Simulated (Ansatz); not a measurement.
Basis-set series for `CC#[N+][Al-]([CH3])([CH3])[OH]`. Total charge 0; spin multiplicity 1. All single points use the PBE0-D4/def2-TZVP geometry. It is one conformer, not always the lowest.

| functional | basis | functions | energy (Eh) | HOMO (eV) | LUMO (eV) |
| --- | --- | --- | --- | --- | --- |
| PBE0-D4 | def2-TZVPP | 368 | -530.60600 | -6.54 | -0.61 |
| PBE0-D4 | def2-QZVPP | 712 | -530.63053 | -6.57 | -0.65 |
| ωB97M-V | def2-TZVPP | 368 | -530.91401 | -8.78 | 1.49 |
| ωB97M-V | def2-QZVPP | 712 | -530.93729 | -8.80 | 0.65 |

Problem. Give the rows for def2-SVP. (Best estimate.)

Solution. Ansatz gave: 
```
functional     basis  functions  energy (Eh)  HOMO (eV)  LUMO (eV)
   PBE0-D4  def2-SVP        152   -530.18558      -6.43      -0.52
   ωB97M-V  def2-SVP        152   -530.47933      -8.65       1.71
```

Positive LUMOs are unbound and depend on the basis.
